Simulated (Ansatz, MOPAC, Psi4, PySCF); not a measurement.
Reaction (SMILES): C1(=CCC=[C]1)[SiH3] -> [SiH3]C1=[C]C=CC1

Property: isomerisation energy (enthalpy at 298 K), in kcal/mol. Set-up: 6-311+G** with 5d, 6d on Na to Ar in Ansatz (a quantum-chemistry and plane-wave program); dispersion terms only where a functional's name holds one; UHF or UKS for open shells; non-relativistic; spin-orbit terms left out; six Cartesian d functions in 6-31G* and its kin unless marked 5d; frozen cores in correlated levels. Ab initio and DFT rows: single points at B3LYP-D3(BJ) geometries (Ansatz), with unscaled harmonic terms from B3LYP/6-31G* (Ansatz) at its own minima. Semi-empirical rows: MOPAC heats of formation at their own minima for 298 K. A UHF reference is markedly spin-contaminated in at least one set, which strains HF and MP2.

| level | program | isomerisation energy (enthalpy at 298 K) (kcal/mol) |
|---|---|---|
| PM6 | MOPAC | -0.8 |
| HF/6-311+G** | Ansatz | -1.2 |
| BLYP/6-31G* | Ansatz | -1.7 |
| B3LYP/STO-3G | Ansatz | -0.6 |
| B3LYP/3-21G | Ansatz | -1.2 |
| B3LYP/6-31G* | Ansatz | -1.7 |
| B3LYP/6-311+G** | Ansatz | -1.6 |
| M06-2X/6-311+G** | PySCF | -1.5 |
| wB97X-D/6-311+G** | Psi4 | -1.6 |
| MP2/6-311+G** | Ansatz | -1.5 |
| r2SCAN-D4/def2-TZVPD | Ansatz + dftd4 | -1.8 |

No value to compare with is used here. The 10 habitual levels span -1.7 (BLYP/6-31G*) to -0.6 kcal/mol (B3LYP/STO-3G); r2SCAN-D4/def2-TZVPD gives -1.8.

The levels are drawn from those run, B3LYP/6-31G* more often than the rest, none by its result; left out are runs that failed, that the program found above a lower state of the same kind, or whose <S^2> lies over 0.5 above the pure value.
